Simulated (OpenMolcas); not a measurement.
Ir²⁺.

```yaml
Program: OpenMolcas 26.06
Basis: ANO-RCC-VTZP [8s7p5d3f1g]
Scalar_Hamiltonian: DKH2, point nucleus
Active_space: 7 electrons in 6 orbitals (5d 6s)
State_averaging: 2S+1 = 4 even, 77 roots (60 in the spin-orbit step); 2S+1 = 6 even, 6 roots kept (CI in the orbitals of an earlier block); 2S+1 = 2 even, 147 roots kept (CI in the orbitals of an earlier block, 129 in the spin-orbit step)
Spin-orbit_coupling: RASSI with atomic mean-field integrals over the reference wave functions, term energies averaged over their components
```

Two sets of levels on these reference wave functions, in cm⁻¹ above 5d⁷ ⁴F_9/2: one from CASSCF and one from MS-CASPT2, IPEA 0.25 Eh, imaginary shift 0.1 Eh (closed shells correlated: 5s 5p).

```tsv
Level	Set 1	Set 2
5d⁷ ⁴F_9/2	0.0	0.0
5d⁷ ⁴F_7/2	7810	8050
5d⁶ 6s ⁶D_9/2	11280	14240
5d⁷ ⁴P_5/2 [62 %]	13520	12410
5d⁶ 6s ⁶D_7/2	15920	18870
5d⁷ ⁴P_1/2 [60 %]	18020	15980
5d⁷ ²G_9/2 [59 %]	18150	16570
5d⁶ 6s ⁶D_5/2 [74 %]	18870	20860
5d⁶ 6s ⁶D_1/2 [62 %]	21540	23540
5d⁷ ²G_7/2 [70 %]	23200	21150
5d⁷ ²H_11/2	24840	22400
5d⁷ ²D_5/2(1) [71 %]	26230	24180
5d⁶ 6s ⁴D_7/2(1) [54 %]	29960	28490
5d⁷ ²P_1/2 [70 %]	30640	27900
5d⁷ ²F_5/2	32380	27750
5d⁷ ²H_9/2 [74 %]	32570	30340
```

Which set is which?

Set 2 is MS-CASPT2. Its levels of the other terms of 5d⁷ lie at 0.86 to 0.93 of the other set's values, as expected, since terms of lower spin or lower L gain more correlation energy than the Hund ground term.

Term energies are means over components that CASPT2 splits; among the terms shown or strongly mixed into the levels shown the widest spread is 890 cm-1 (5d⁷ ⁴F, MS-CASPT2). Some high roots are left out of the spin-orbit mixing, which shifts the levels that they would mix with. Terms from blocks run as CI alone lack orbitals of their own. Configurations are named by rounded mean occupations; where the s occupation lies near a half they are strongly mixed, a name can repeat and a true partner stay unpaired. A single d shell beside an s shell can misplace configurations of different d count against each other. Without dynamic correlation excited terms often stand tens of per cent too high (terms of higher spin than the ground term too low), and those without a measured partner can miss by more than the paired ones (holds for CASSCF). Blocks of more than 70 roots (2S+1 = 2 even) ran without multistate coupling (holds for MS-CASPT2). Only configurations of the active space appear. Levels that lie high or do not pair safely by name in every column are left out.

A share in square brackets marks a mixed level and gives the weight of the term that names it, the lowest over the columns. A number in round brackets counts repeated terms of one configuration in the order of the reference energies.
